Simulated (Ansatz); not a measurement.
Reaction (hydrogenolysis of the Si–C bond): `C=C[Si](N)(F)Cl` + H₂ → `N[SiH](F)Cl` + `C=C`

Isolated molecules relaxed with PBE0-D4/def2-TZVP in Ansatz; ΔE leaves out vibrations. CBS: MP2 limit from def2 TZ/QZ plus the TZ coupled-cluster correction, frozen cores. This one scheme is used for every species. Functionals use def2-TZVPP. One conformer a species, not always the lowest.

| level | ΔE (kJ/mol) |
| --- | --- |
| BLYP | -23.2 |
| r2SCAN0 | -11.5 |
| RPA@PBE/def2-TZVPP | -12.1 |
| CCSD/CBS(def2) | -15.3 |

Q: What does CCSD(T)/CBS give? (An estimate is asked.)

A: Ansatz gave: -9.8 kJ/mol. The listed levels differ from it by -13.4, -1.7, -2.3, -5.5 kJ/mol.

Largest T1 diagnostic among the species: 0.011.

Leaving LDA and LC-ωPBE aside and taking each functional with its dispersion term where it has one, the values, not all of them listed here, spread over 19.1 kJ/mol, from B2PLYP to revPBE-D4. LDA lies +8.2 kJ/mol from PBE without D4. In def2-TZVPP, CCSD(T) changes the Hartree–Fock value by +24.8 kJ/mol (the triples alone add +5.5 kJ/mol) and MP2 by +30.5 kJ/mol.

CCSD(T)/CBS has its own doubt, a few kJ/mol and more with outer-core shells, so smaller differences from it don't rank the levels.
